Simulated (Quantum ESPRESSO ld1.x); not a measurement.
The numbers below are computed, except where a source is named.
Coherent X-ray form factor from a spherical all-electron density. Level of theory: Dirac Kohn-Sham, revPBE, spin-unpolarised, spherical densities, point nucleus (ld1.x of Quantum ESPRESSO 7.5).

sin(theta)/lambda (1/angstrom)  f0 (electrons)
0.05                                    33.803
0.1                                     33.230
0.15                                    32.324
0.2                                     31.153
0.25                                    29.795
0.3                                     28.332
0.4                                     25.358
0.5                                     22.619
0.6                                     20.249
0.8                                     16.436
1                                       13.365
1.25                                    10.302
1.5                                      8.153
2                                        5.962

The species is in the configuration that NIST lists as its ground one. Which atom or ion scatters so?

Answer. The technetium ion Tc9+, [Ar] 3d10 4s2 4p4. Extrapolating in s^2 from the first two rows gives f0(0) = 34.0, near the electron count 34; among species with that count, the fall with angle is slower the higher Z, and the table is that of Z = 43; from so few rows the species is fixed only to a neighbour or two.
